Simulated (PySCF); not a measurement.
Precursor series Zn F-OH. Gas-phase values, no solvent. One relaxed conformer stands for each flexible species; it need not be the lowest.

Quantity: redistribution energy (mixed species minus the weighted end members), in kcal/mol.

Case: 1 of 2 F replaced by OH: [Zn(F)(OH)]. The other species in the difference include [Zn(F)2] (neutral, multiplicity 1). Geometry of [Zn(F)(OH)] (neutral, multiplicity 1, Å):

```xyz
4

Zn    -0.0915     0.0870     0.0650
F      0.7791     0.9283    -1.1857
O     -0.8736    -0.8636     1.3395
H     -1.7177    -0.4648     1.6197
```

Question: Give the redistribution energy (mixed species minus the weighted end members) at the level TPSSh-D3(BJ)/def2-TZVP // TPSS-D3(BJ)/def2-SVP (PySCF).

Answer: -0.71 kcal/mol.
